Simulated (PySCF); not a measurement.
# Nuclear repulsion and electron count by hand

System: Cl2 (SMILES ClCl), singlet, geometry from GFN2-xTB. Level: PBE0/cc-pVTZ (PySCF). Sums are taken with unrounded values, so a last digit can differ.

Coordinates (Å):

```
atom        x        y         z
----  -------  -------  --------
Cl1   0.00000  0.00000  -1.00843
Cl2   0.00000  0.00000   1.00843
```

Task: Work out the nuclear repulsion energy and the numbers of alpha and beta electrons.

Result: In atomic units each pair adds Z_i Z_j / r_ij, with r in bohr (1 bohr = 0.529177 Å).
| pair | r (Å) | r (bohr) | Z_i Z_j | term (Eh) |
|---|---|---|---|---|
| Cl1-Cl2 | 2.0169 | 3.8113 | 289 | 75.8272 |
The sum is 75.8272 Eh; PySCF gives 75.8272 Eh. The atomic numbers add up to 34, so at charge +0 there are 34 electrons; multiplicity 1 means 0 unpaired, so 17 alpha and 17 beta.
